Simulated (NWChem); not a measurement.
System meant: MoNHOCl$_{2}$; SMILES [NH]=[Mo](=[O])([Cl])[Cl]

The following NWChem deck was run.

```
start job
memory heap 200 mb stack 900 mb global 1100 mb
geometry units angstroms noautoz
  Mo     0.236326    -0.022920     0.000000
  O      1.278580     1.269185     0.000000
  N      1.187532    -1.446607     0.000000
  H      2.133912    -1.830472     0.000000
  Cl    -1.002074    -0.005971     1.904620
  Cl    -1.002074    -0.005971    -1.904620
end
basis spherical
  * library def2-svp
end
dft
  xc xpbe96 cpbe96
  iterations 150
  mulliken
end
task dft energy
```

End of the output:

```
             Northwest Computational Chemistry Package (NWChem) 7.3.0
             --------------------------------------------------------

 CS  symmetry detected

                             Geometry "geometry" -> ""
                             -------------------------

 Output coordinates in angstroms (scale by  1.889725989 to convert to a.u.)

  No.       Tag          Charge          X              Y              Z
 ---- ---------------- ---------- -------------- -------------- --------------
    1 Mo                  42.0000     0.27355572     0.01875610     0.00000000
    2 O                    8.0000     1.27082152     1.34589198     0.00000000
    3 N                    7.0000     1.27309283    -1.37142485     0.00000000
    4 H                    1.0000     2.23209728    -1.72256289     0.00000000
    5 Cl                  17.0000    -0.96469586    -0.00683398    -1.90462000
    6 Cl                  17.0000    -0.96469586    -0.00683398     1.90462000

 Effective nuclear repulsion energy (a.u.)     682.8402745514

      Symmetry information
      --------------------

 Group name             Cs
 Group number              2
 Group order               2
 No. of unique centers     5

  pbe96 is a nonlocal functional; adding pw91lda local functional.

                                 NWChem DFT Module
                                 -----------------

 Summary of "ao basis" -> "ao basis" (spherical)
 ------------------------------------------------------------------------------
       Tag                 Description            Shells   Functions and Types
 ---------------- ------------------------------  ------  ---------------------
 Mo                         def2-svp                11       31   5s3p2d1f
 O                          def2-svp                 6       14   3s2p1d
 N                          def2-svp                 6       14   3s2p1d
 H                          def2-svp                 3        5   2s1p
 Cl                         def2-svp                 8       18   4s3p1d

      Symmetry analysis of basis
      --------------------------

        a'         63
        a"         37

            General Information
            -------------------
          SCF calculation type: DFT
          Wavefunction type:  closed shell.
          No. of atoms     :     6
          No. of electrons :    92
           Alpha electrons :    46
            Beta electrons :    46
          Charge           :     0
          Spin multiplicity:     1
          Use of symmetry is: on ; symmetry adaption is: on
          Maximum number of iterations: 150
          AO basis - number of functions:   100
                     number of shells:    42
          Convergence on energy requested:  1.00D-06
          Convergence on density requested:  1.00D-05
          Convergence on gradient requested:  5.00D-04

              XC Information
              --------------
          PerdewBurkeErnzerhof Exchange Functional  1.000
            Perdew 1991 LDA Correlation Functional  1.000 local
           PerdewBurkeErnz. Correlation Functional  1.000 non-local

             Grid Information
             ----------------
          Grid used for XC integration:  medium
          Radial quadrature: Mura-Knowles
          Angular quadrature: Lebedev.
          Tag              B.-S. Rad. Rad. Pts. Rad. Cut. Ang. Pts.
          ---              ---------- --------- --------- ---------
          Mo                  1.45      123           9.0       590
          O                   0.60       49           9.0       434
          N                   0.65       49           8.0       434
          H                   0.35       45          11.0       434
          Cl                  1.00       88          11.0       590
          Grid pruning is: on
          Number of quadrature shells:   354
          Spatial weights used:  Erf1

      Superposition of Atomic Density Guess
      -------------------------------------

 Sum of atomic energies:       -1832.40849008

      Non-variational initial energy
      ------------------------------

 Total energy =   -1840.604188
 1-e energy   =   -3850.991549
 2-e energy   =    1327.547087
 HOMO         =      -1.280486
 LUMO         =      -1.221505

      Symmetry analysis of molecular orbitals - initial
      -------------------------------------------------

  Numbering of irreducible representations:

     1 a'          2 a"

  Orbital symmetries:

     1 a'          2 a"          3 a'          4 a'          5 a'
     6 a'          7 a'          8 a"          9 a'         10 a'
    11 a'         12 a"         13 a'         14 a"         15 a'
    16 a"         17 a"         18 a'         19 a'         20 a"
    21 a'         22 a"         23 a'         24 a'         25 a'
    26 a'         27 a"         28 a"         29 a'         30 a"
    31 a'         32 a'         33 a"         34 a'         35 a'
    36 a'         37 a"         38 a"         39 a'         40 a'
    41 a'         42 a"         43 a'         44 a'         45 a"
    46 a'         47 a"         48 a'         49 a"         50 a'
    51 a'         52 a"         53 a'         54 a"         55 a'
    56 a'

     ---------------------------------------------
      Total Density - Mulliken Population Analysis
     ---------------------------------------------

    Atom       Charge   Shell Charges
 -----------   ------   -------------------------------------------------------
    1 Mo  42    48.69   2.00  2.02  2.04  2.26 -0.41  6.06  8.54 -0.34 10.43  1.86 14.23
    2 O    8     9.62   1.99  1.27  0.65  4.19  1.38  0.13
    3 N    7     8.74   1.99  1.21  0.39  4.00  0.97  0.18
    4 H    1     0.26   0.22  0.01  0.02
    5 Cl  17    12.35   2.00  1.99  0.83  0.79  5.91  0.70  0.04  0.10
    6 Cl  17    12.35   2.00  1.99  0.83  0.79  5.91  0.70  0.04  0.10

[...]
```

Can this run be used? If not, why, and what is the fix?

The run ends normally but its numbers are meaningless: the def2 basis of a heavy element holds valence functions alone and wants its effective core potential (without it all electrons must fit into that basis). This input runs:
```
start job
memory heap 200 mb stack 900 mb global 1100 mb
geometry units angstroms noautoz
  Mo     0.236326    -0.022920     0.000000
  O      1.278580     1.269185     0.000000
  N      1.187532    -1.446607     0.000000
  H      2.133912    -1.830472     0.000000
  Cl    -1.002074    -0.005971     1.904620
  Cl    -1.002074    -0.005971    -1.904620
end
basis spherical
  * library def2-svp
end
ecp
  Mo library def2-ecp
end
dft
  xc xpbe96 cpbe96
  iterations 150
  mulliken
end
task dft energy
```
It converges to -1118.49496 Ha (PBE/def2-SVP with def2 effective core potentials on Mo). The faulty run gave -1884.692 Ha, with all electrons squeezed into the valence basis.
